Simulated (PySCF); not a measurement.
C3H4BF3, SMILES C/C(F)=C\B(F)F.

The structure is a stationary point at PBE-D3(BJ)/def2-SVP. The structure was generated by enumeration; whether it is a known compound was not checked. One conformer was computed; it need not be the lowest.

Method: TDDFT-PBE/def2-SVPD run with PySCF.

Vertical excitations. Gas-phase values at a fixed geometry. State labels are in the subgroup Cs.

Task: Give excitation energies, oscillator strengths and character. (An estimate is asked for; the answer gives what the named calculation found.)

Result: 
```
state  symmetry  energy (eV)  λ (nm)      f         main pairs
-----  --------  -----------  ------  -----  -----------------
S1           A'         5.92     209  0.375     HOMO→LUMO 96 %
S2           A"         6.67     186  0.007   HOMO→LUMO+1 95 %
S3           A"         6.75     184  0.001   HOMO−1→LUMO 84 %
S4           A"         6.92     179  0.002   HOMO−2→LUMO 87 %
S5           A"         7.37     168  0.001   HOMO−3→LUMO 99 %
S6           A"         7.47     166  0.010  HOMO→LUMO+2 100 %
S7           A"         7.65     162  0.000   HOMO−4→LUMO 99 %
S8           A"         8.07     154  0.000   HOMO→LUMO+4 95 %
S9           A"         8.12     153  0.016   HOMO→LUMO+5 95 %
S10          A'         8.16     152  0.026   HOMO−5→LUMO 90 %
T1           A'         3.80     326      0     HOMO→LUMO 99 %
T2           A"         6.34     195      0   HOMO−1→LUMO 97 %
T3           A"         6.56     189      0   HOMO→LUMO+1 95 %
T4           A"         6.61     187      0   HOMO−2→LUMO 94 %
```
Triplets are in the Tamm–Dancoff approximation, which puts them higher than full response would, so one can lie above its singlet here.
